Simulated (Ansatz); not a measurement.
Molecule: CH7Si2 (charge 0, doublet). It need not be the lowest isomer of its formula. 
Coordinates optimised at B3LYP-D3(BJ)/def2-TZVP (Ansatz, a quantum-chemistry and plane-wave program):
SMILES: C[SiH][SiH3]
```xyz
10

C     -2.0517    -0.2524     0.1886
Si    -0.4879     0.7121    -0.2432
Si     1.4933    -0.4883     0.0474
H     -2.0820    -0.4757     1.2587
H     -2.9448     0.3228    -0.0606
H     -2.0900    -1.1966    -0.3563
H     -0.4643     2.0140     0.4801
H      2.6492     0.3457    -0.3618
H      1.7089    -0.9257     1.4534
H      1.4571    -1.7036    -0.8036
```
Charge 0, spin multiplicity 2.

Basis-set convergence of Hartree-Fock and MP2 correlation energies (hartree) with Ansatz. Valence correlation only, unless marked. Open shells are spin-unrestricted. No spin-orbit coupling. No relativistic terms.

| basis | functions | E(HF) | E(corr, MP2) |
|---|---|---|---|
| aug-cc-pV(D+d)Z | 150 | -619.78540 | -0.35101 |
| aug-cc-pV(T+d)Z | 317 | -619.81962 | -0.42163 |
| aug-cc-pV(Q+d)Z | 580 | -619.82792 | -0.44582 |

Extrapolating the two largest sets (X = 3 and 4) as X^-3: E(corr) = (64·(-0.44582) - 27·(-0.42163))/37 = -0.4635 Eh, an estimate of the basis-set limit. The largest set recovers 96.2 % of it, the smallest 75.7 %.
